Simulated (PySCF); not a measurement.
A geometry optimisation, step by step.

Compound: C3H2BrOP.
Numbering: `[Br:1][c:2]1[o:3][cH:4][cH:5][p:6]1` (hydrogens: H7 on C4; H8 on C5)

Method: PBE0-D3(BJ)/def2-SVP geometry optimisation, gas phase in PySCF; density fitting, grid level 1; the optimiser is geomeTRIC in internal coordinates, started from a GFN2-xTB structure with every atom displaced at random (about 0.01 Å). The frame can shift and turn from step to step; on so coarse a grid that alone can change the energy by a few meV, and forces under 0.02 eV/Å are noise.

Step 0: E = -84491.9370 eV, largest atomic force 3.593 eV/Å
```
atom  x, y, z in Å  |  force x, y, z in eV/Å
Br1     3.112    0.013    0.501   -1.007   0.061  -0.161
C2      1.239    0.198    0.191    1.244   0.259   0.171
O3      0.555   -0.958    0.177    2.767   0.070   0.436
C4     -0.691   -0.736   -0.038   -3.549  -0.148  -0.538
C5     -1.080    0.552   -0.210    1.270   0.040   0.222
P6      0.319    1.637   -0.074    0.351  -0.397   0.072
H7     -1.332   -1.621   -0.057    0.119  -0.036   0.003
H8     -2.066    0.895   -0.388   -1.195   0.153  -0.206
```

Step 1: E = -84492.0146 eV, largest atomic force 1.137 eV/Å
```
atom  x, y, z in Å  |  force x, y, z in eV/Å
Br1     2.902    0.052    1.097    0.439   0.035  -0.158
C2      1.267    0.203    0.252   -0.535  -0.212   0.343
O3      0.581   -0.946    0.227   -0.782   0.068  -0.097
C4     -0.729   -0.740   -0.118    1.135  -0.050   0.045
C5     -1.026    0.550   -0.383   -0.319   0.229  -0.039
P6      0.388    1.617   -0.173   -0.004   0.098  -0.033
H7     -1.319   -1.649   -0.158   -0.110  -0.125   0.011
H8     -2.036    0.887   -0.642    0.177  -0.042  -0.072
```

Step 2: E = -84492.0859 eV, largest atomic force 0.482 eV/Å
```
atom  x, y, z in Å  |  force x, y, z in eV/Å
Br1     2.998    0.065    0.946   -0.198  -0.104  -0.034
C2      1.228    0.191    0.379   -0.165   0.171  -0.110
O3      0.538   -0.954    0.318   -0.218   0.235  -0.074
C4     -0.732   -0.732   -0.111    0.285  -0.389   0.010
C5     -1.036    0.555   -0.397    0.193   0.008   0.151
P6      0.368    1.609   -0.092    0.126   0.093   0.024
H7     -1.319   -1.645   -0.191   -0.059   0.018   0.031
H8     -2.015    0.884   -0.750    0.037  -0.032   0.002
```

Step 3: E = -84492.0839 eV, largest atomic force 0.463 eV/Å
```
atom  x, y, z in Å  |  force x, y, z in eV/Å
Br1     2.975    0.025    0.912    0.057   0.059   0.080
C2      1.204    0.220    0.389    0.228  -0.181  -0.020
O3      0.534   -0.934    0.330   -0.052  -0.019  -0.045
C4     -0.729   -0.746   -0.114    0.317   0.240   0.076
C5     -1.013    0.552   -0.386   -0.438   0.055  -0.138
P6      0.364    1.643   -0.085   -0.055  -0.262   0.042
H7     -1.321   -1.658   -0.193    0.007   0.075   0.021
H8     -1.986    0.872   -0.753   -0.064   0.033  -0.017
```

Step 4: E = -84492.0972 eV, largest atomic force 0.207 eV/Å
```
atom  x, y, z in Å  |  force x, y, z in eV/Å
Br1     2.980    0.030    0.932    0.027   0.024   0.034
C2      1.217    0.207    0.378    0.103   0.012  -0.018
O3      0.540   -0.942    0.319   -0.177   0.057  -0.091
C4     -0.723   -0.736   -0.115    0.058  -0.082   0.036
C5     -1.028    0.556   -0.389    0.021  -0.012   0.014
P6      0.367    1.626   -0.090   -0.006  -0.009   0.016
H7     -1.316   -1.646   -0.187   -0.026   0.014   0.007
H8     -2.007    0.877   -0.747    0.000  -0.004   0.001
```

Step 5: E = -84492.0971 eV, largest atomic force 0.174 eV/Å
```
atom  x, y, z in Å  |  force x, y, z in eV/Å
Br1     2.985    0.042    0.947   -0.056  -0.050  -0.020
C2      1.226    0.200    0.366   -0.090   0.021  -0.026
O3      0.538   -0.944    0.302    0.027  -0.080   0.032
C4     -0.729   -0.738   -0.118    0.171   0.025   0.025
C5     -1.027    0.555   -0.387   -0.039   0.056  -0.001
P6      0.373    1.620   -0.090   -0.018   0.021  -0.013
H7     -1.330   -1.644   -0.183    0.004   0.000   0.000
H8     -2.007    0.883   -0.736    0.003   0.007   0.002
```

Step 6: E = -84492.0983 eV, largest atomic force 0.039 eV/Å
```
atom  x, y, z in Å  |  force x, y, z in eV/Å
Br1     2.980    0.030    0.944   -0.003  -0.004  -0.008
C2      1.224    0.202    0.364    0.017   0.013   0.008
O3      0.540   -0.944    0.302   -0.038   0.003  -0.009
C4     -0.725   -0.736   -0.118    0.033  -0.017   0.007
C5     -1.028    0.558   -0.385   -0.001   0.009   0.004
P6      0.371    1.624   -0.091   -0.003  -0.008   0.001
H7     -1.326   -1.642   -0.182   -0.004   0.003  -0.006
H8     -2.008    0.883   -0.734   -0.001   0.002   0.003
```

Step 7: E = -84492.0984 eV, largest atomic force 0.022 eV/Å
```
atom  x, y, z in Å  |  force x, y, z in eV/Å
Br1     2.981    0.024    0.939    0.003  -0.003  -0.002
C2      1.224    0.200    0.364    0.009   0.007   0.002
O3      0.539   -0.945    0.302   -0.018  -0.005  -0.012
C4     -0.725   -0.735   -0.118    0.009  -0.005   0.009
C5     -1.027    0.559   -0.383    0.004   0.003  -0.001
P6      0.373    1.624   -0.089   -0.004  -0.001   0.003
H7     -1.328   -1.640   -0.184   -0.002   0.001  -0.003
H8     -2.008    0.886   -0.732    0.000   0.002   0.003
```

Task: Summarise the path.

Result: The energy falls by 3.72 kcal/mol from step 0 to step 7; nine tenths of that is first reached at step 2. It rises by more than 0.2 meV at step 3. The largest force goes from 3.593 to 0.022 eV/Å. Among the bonds O3–C4 changes most, from 1.283 to 1.348 Å; the atoms move by 0.028 Å rms after alignment.

Task: Follow the three bonds and two angles with the largest change from start to end.

Result: 
```
step  E above end (kcal/mol)  largest force (eV/Å)  O3–C4 (Å)  Br1–C2 (Å)  C5–H8 (Å)  C5–C4–H7 (°)  C4–C5–H8 (°)
   0                    3.72                 3.593      1.283       1.908      1.059         126.7         126.5
   1                    1.93                 1.137      1.371       1.847      1.095         132.4         122.9
   2                    0.29                 0.482      1.358       1.863      1.091         131.4         123.8
   3                    0.33                 0.463      1.351       1.857      1.089         132.3         122.5
   4                    0.03                 0.207      1.351       1.856      1.090         131.3         123.3
   5                    0.03                 0.174      1.350       1.858      1.090         131.4         123.2
   6                    0.00                 0.039      1.349       1.857      1.090         131.2         123.3
   7                    0.00                 0.022      1.348       1.857      1.090         131.1         123.3
```

The cost below is that of the whole optimisation. Time: 42 s; peak memory 0.50 GiB. Hardware: Intel Xeon Platinum 8488C, one thread (shared host).
